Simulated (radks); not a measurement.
The tin ion Sn+, configuration [Kr] 4d10 5s2 5p1. Calculated with a radial shooting solver on a logarithmic mesh with Libxc functionals: Dirac Kohn-Sham, LDA (Slater exchange, Perdew-Wang correlation), spin-unpolarised, spherical densities, point nucleus; open shells fill j = l - 1/2 first.

Unscreened Slater integrals over Kohn-Sham orbitals (eV). Large and small components are both included. Empty in this configuration: 5p3/2.

F0(5p1/2,5p1/2): 8.7452
F0(5p1/2,5s1/2): 9.5440
G1(5p1/2,5s1/2): 6.2655
F0(5p1/2,4d5/2): 11.030
G3(5p1/2,4d5/2): 0.94134
F0(5p1/2,4d3/2): 11.045
G1(5p1/2,4d3/2): 1.0654
F0(5p1/2,5p3/2): 8.5797
G2(5p1/2,5p3/2): 4.5607
F0(5s1/2,5s1/2): 10.668
F0(5s1/2,4d5/2): 13.089
G2(5s1/2,4d5/2): 1.8461
F0(5s1/2,4d3/2): 13.114
G2(5s1/2,4d3/2): 1.7808
F0(5s1/2,5p3/2): 9.3183
G1(5s1/2,5p3/2): 5.9244
F0(4d5/2,4d5/2): 22.334
F2(4d5/2,4d5/2): 11.138
F4(4d5/2,4d5/2): 7.3110
F0(4d5/2,4d3/2): 22.482
F2(4d5/2,4d3/2): 11.212
G2(4d5/2,4d3/2): 11.204
G4(4d5/2,4d3/2): 7.3559
F0(4d5/2,5p3/2): 10.659
F2(4d5/2,5p3/2): 2.7322
G1(4d5/2,5p3/2): 0.95652
G3(4d5/2,5p3/2): 0.82874
F0(4d3/2,4d3/2): 22.633
F2(4d3/2,4d3/2): 11.290
F0(4d3/2,5p3/2): 10.673
F2(4d3/2,5p3/2): 2.6937
G1(4d3/2,5p3/2): 0.91593
G3(4d3/2,5p3/2): 0.80125
F0(5p3/2,5p3/2): 8.4256
F2(5p3/2,5p3/2): 4.4956
